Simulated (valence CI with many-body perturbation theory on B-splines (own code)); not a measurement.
**E1 line list for Zr I**

Method: configuration interaction combined with many-body perturbation theory (CI+MBPT): four valence electrons over a frozen Dirac-Fock core [Kr], a basis of 7 s, 7 p, 8 d, 6 f, 4 g, 1 h functions for each j, with the one-electron correlation potential Σ1 (screened to all orders), the two-electron term Σ2, the three-electron term Σ3, Breit, model QED; selected single and double excitations, second order for the rest, scaled by the run's own slope (own B-spline code, finite nucleus).

Set against measurement, 57 paired levels are off by 267 cm⁻¹ on average, the worst by 575. These come from a selection out of the NIST Handbook of Basic Atomic Spectroscopic Data. Levels without a partner in it may be off by more, other configurations by 1,000 to 4,000 cm⁻¹. Among the levels kept, up to 710 cm⁻¹ of a level comes from second order outside the variational space, and about a tenth of that is noise between levels of different J, which matters for small intervals. 5 measured levels below the end of the list, from 13142 cm⁻¹ on, found no clear computed partner, and computed levels of the same name lie up to 8006 cm⁻¹ from them.

Lines 51 to 100 of 579 in falling wavelength, among levels below 36270 cm⁻¹, chosen from the strongest by gf and those to the six lowest levels. Wavelengths and rates use the calculated energies, so an error of 300 cm⁻¹ moves a line at 849.5 nm by 2.5 % and its rate by three times that or more. Electric multipoles are in the length gauge, E1 and E2 with the static RPA response of the core. Weak lines are less certain than strong ones. Lines between different terms over intervals too small for the method are left out, as are lines whose strength nearly cancels. Where a level lies close to another of its J and parity, the split of strength between their lines is uncertain. The highest levels of a list are the least certain.

Names give the largest LS component (configuration and term), which can be under half, so a name can repeat, a term be missing and a line seem to break the LS rules; names also repeat where a configuration has a term twice. Letters in brackets count levels of one name in rising energy.

```tsv
λ vac (nm)	λ from measured levels	Upper	Lower	A (s⁻¹)	log gf	Branch %
912.3		4d²5s5p ³F°_4 [b]	4d³5s ³G_5	1.36e+06	-0.82	42.6
909.5		4d5s²5p ¹P°_1	4d²5s² ¹S_0	1.85e+06	-1.16	3.9
900.4		4d³5p ¹G°_4 [a]	4d³5s ¹F_3	8.76e+05	-1.02	0.8
894.2		4d²5s5p ³G°_5 [b]	4d³5s ³H_6	2.24e+06	-0.53	4.8
876.1		4d²5s5p ³D°_2 [d]	4d³5s ³P_2 [b]	1.65e+06	-1.02	1.7
865.4		4d²5s5p ³D°_2 [e]	4d³5s ³P_1 [b]	2.01e+06	-0.95	1.9
859.5		4d²5s5p ³D°_3 [c]	4d³5s ³P_2 [b]	2.61e+06	-0.69	2.4
855.2		4d²5s5p ⁵S°_2	4d³5s ⁵P_3	2.30e+06	-0.90	36.4
849.5	839.2	4d²5s5p ⁵F°_1	4d³5s ⁵F_1	1.97e+06	-1.19	53.2
844.7	805.8	4d²5s5p ⁵F°_1	4d²5s² ³P_1	3.46e+05	-1.96	9.3
842.1	830.8	4d²5s5p ⁵F°_2	4d³5s ⁵F_2	1.98e+06	-0.98	52.7
838.1		4d²5s5p ⁵S°_2	4d³5s ⁵P_2	1.82e+06	-1.02	28.8
833.9	821.5	4d²5s5p ⁵F°_3	4d³5s ⁵F_3	2.43e+06	-0.75	60.4
828.6		4d²5s5p ⁵S°_2	4d³5s ⁵P_1	1.17e+06	-1.22	18.5
825.4	813.5	4d²5s5p ⁵F°_4	4d³5s ⁵F_4	2.60e+06	-0.62	66.0
824.9		4d²5s5p ³D°_2 [c]	4d³5s ³D_3 [a]	1.85e+06	-1.03	7.9
822.8		4d³5p ¹H°_5	4d³5s ¹H_5	2.67e+06	-0.53	3.3
819.7	807.2	4d²5s5p ⁵F°_5	4d³5s ⁵F_5	3.84e+06	-0.37	89.1
818.6	806.5	4d²5s5p ⁵F°_3	4d³5s ⁵F_2	8.73e+05	-1.21	21.7
817.5		4d²5s5p ³D°_1 [d]	4d³5s ³D_2 [a]	2.52e+06	-1.12	10.5
814.8		4d³5p ¹D°_2	4d³5s ¹F_3	1.96e+06	-1.01	1.1
806.1	794.6	4d²5s5p ⁵F°_4	4d³5s ⁵F_3	7.00e+05	-1.21	17.8
802.5		4d²5s5p ³D°_1 [d]	4d³5s ³D_1 [a]	5.58e+06	-0.79	23.3
802.2		4d²5s5p ³D°_2 [c]	4d³5s ³D_2 [a]	5.23e+06	-0.60	22.3
797.8		4d²5s5p ³D°_3 [b]	4d³5s ³D_3 [a]	8.19e+06	-0.26	45.0
796.8		4d²5s5p ³D°_1 [a]	4d²5s² ³P_1	2.86e+05	-2.09	7.9
786.3		4d5s²5p ¹D°_2	4d²5s² ³P_1	2.27e+05	-1.98	16.8
785.6		4d²5s5p ³D°_1 [a]	4d²5s² ³P_0	5.71e+05	-1.80	15.8
776.6		4d²5s5p ³D°_3 [b]	4d³5s ³D_2 [a]	9.87e+05	-1.20	5.4
773.2		4d³5p ¹H°_5	4d³5s ¹G_4	7.90e+05	-1.11	1.0
771.4		4d²5s5p ³D°_1 [f]	4d³5s ³F_2 [b]	4.35e+06	-0.93	1.4
769.1		4d²5s5p ³D°_2 [a]	4d²5s² ³P_1	7.62e+05	-1.47	30.7
767.4		4d³5p ⁵P°_2	4d⁴ ⁵D_3	6.48e+06	-0.54	4.7
766.4		4d³5p ⁵P°_1	4d⁴ ⁵D_2	4.20e+06	-0.95	3.0
765.4		4d³5p ⁵P°_3	4d⁴ ⁵D_4	9.42e+06	-0.24	6.5
764.7		4d²5s5p ³G°_3 [b]	4d³5s ³G_3	1.85e+06	-0.95	3.2
760.8		4d²5s5p ³D°_2 [a]	4d²5s² ¹D_2 [a]	3.04e+05	-1.88	12.2
758.1		4d³5p ⁵P°_1	4d⁴ ⁵D_1	5.28e+06	-0.87	3.8
757.5		4d²5s5p ³G°_4 [b]	4d³5s ³G_4	1.21e+06	-1.03	2.3
755.6		4d³5p ⁵P°_2	4d⁴ ⁵D_2	3.95e+06	-0.77	2.9
754.5		4d³5p ⁵G°_5	4d³5s ³G_5	1.11e+06	-0.98	1.8
752.0		4d²5s5p ³D°_2 [f]	4d³5s ³F_3 [b]	3.99e+06	-0.77	1.3
750.7		4d³5p ⁵P°_3	4d⁴ ⁵D_3	2.45e+06	-0.84	1.7
748.8		4d²5s5p ³G°_3 [c]	4d³5s ³H_4	3.39e+06	-0.70	2.8
743.5		4d²5s5p ³G°_4 [c]	4d³5s ³H_5	2.79e+06	-0.68	2.2
741.2	714.6	4d²5s5p ³G°_5 [b]	4d³5s ³G_5	2.09e+06	-0.72	4.4
739.3		4d²5s5p ³D°_3 [a]	4d²5s² ¹D_2 [a]	8.84e+05	-1.30	27.4
731.2		4d²5s5p ³F°_3 [e]	4d³5s ³H_4	1.61e+06	-1.05	2.3
730.8		4d²5s5p ³G°_5 [c]	4d³5s ³H_6	2.97e+06	-0.58	2.3
725.1	717.1	4d²5s5p ⁵D°_4 [a]	4d³5s ⁵F_5	5.26e+06	-0.43	80.8
```

(1) How does gf follow from A for the line at 754.5 nm?

Results:

(1) gf = 1.4992 × (2J+1)_upper × A / σ², with σ = 13254 cm⁻¹ and 2J+1 = 11: gf = 0.104.
